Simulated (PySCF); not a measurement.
**TDDFT excited states: C3H9NOSi2**

C3H9NOSi2.
Numbering: `[O:1]=[CH:2][NH:3][SiH:4]1[CH2:5][SiH2:6][CH2:7]1` (hydrogens: H8 on C2; H9 on N3; H10 on Si4; H11, H12 on C5; H13, H14 on Si6; H15, H16 on C7)

The calculation used TDDFT B3LYP/def2-SVPD, vertical, gas phase, core orbitals frozen in the response in PySCF 2.14.0, density-fitted response routines. Isolated species at its GFN2-xTB geometry (one conformer only). Torsions of this conformer, `[O:1]=[CH:2][NH:3][SiH:4]1[CH2:5][SiH2:6][CH2:7]1`: O1–C2–N3–Si4 0°, C2–N3–Si4–C5 -170°.

Task: What does the calculation give for the low-lying excited states?

Result: 

| state | E (eV) | λ (nm) | f | \|μ\| (D) | main configurations (H = HOMO, L = LUMO) |
| --- | --- | --- | --- | --- | --- |
| S1 | 5.60 | 221.4 | 0.0012 | 0.24 | H→L (50%), H-1→L (25%) |
| S2 | 6.37 | 194.5 | 0.034 | 1.18 | H-1→L (47%), H→L (32%), H→L+1 (9%) |
| S3 | 6.63 | 186.9 | 0.0077 | 0.55 | H→L+1 (54%), H-1→L (19%), H-1→L+1 (8%) |
| S4 | 6.74 | 183.9 | 0.033 | 1.13 | H-2→L (42%), H→L+2 (31%), H→L+1 (20%) |
| S5 | 6.84 | 181.4 | 0.034 | 1.15 | H-1→L+1 (67%), H→L+2 (10%) |
| S6 | 6.86 | 180.7 | 0.015 | 0.77 | H-2→L (37%), H→L+2 (37%), H-1→L+1 (9%) |
| S7 | 6.94 | 178.7 | 0.0053 | 0.45 | H→L+3 (65%), H-1→L+3 (19%) |
| S8 | 7.00 | 177.2 | 0.0095 | 0.60 | H-2→L+1 (46%), H-1→L+2 (36%) |

Triplets, Tamm–Dancoff:

| state | E (eV) | λ (nm) | main configurations (H = HOMO, L = LUMO) |
| --- | --- | --- | --- |
| T1 | 5.13 | 241.7 | H→L (48%), H-1→L (23%), H→L+1 (8%) |
| T2 | 5.40 | 229.7 | H-1→L (28%), H-2→L (17%), H-4→L (14%) |
| T3 | 6.23 | 199.2 | H→L (23%), H→L+1 (19%), H-1→L (18%) |

The lowest singlet comes at 221 nm (540 kJ/mol) in the ultraviolet; it is very weak; its leading configuration is HOMO→LUMO (50%). The largest oscillator strength of a single state is 0.034. Löwdin shares by element: HOMO oxygen 39%, carbon 26% or more, nitrogen 10% (atoms not listed hold the other 26%); LUMO carbon 24% or more, oxygen 17%, nitrogen 11%, silicon 10% or more (atoms not listed hold the other 38%). The oscillator strengths of these states sum to 0.140; summed over the whole spectrum of an exact calculation they would give the number of electrons, 70 (Thomas–Reiche–Kuhn). Of the 8 states listed, 4 reach f = 0.01 and none stays under 0.0005. The listed states span 1.40 eV, and the widest gap between neighbours is 0.77 eV (S1 to S2). No computed singlet lies in the visible range (380 to 750 nm); the lowest, at 221 nm, stands 2.34 eV above its violet end (3.26 eV). Only the lowest 8 singlets were computed, as vertical energies without vibronic structure.
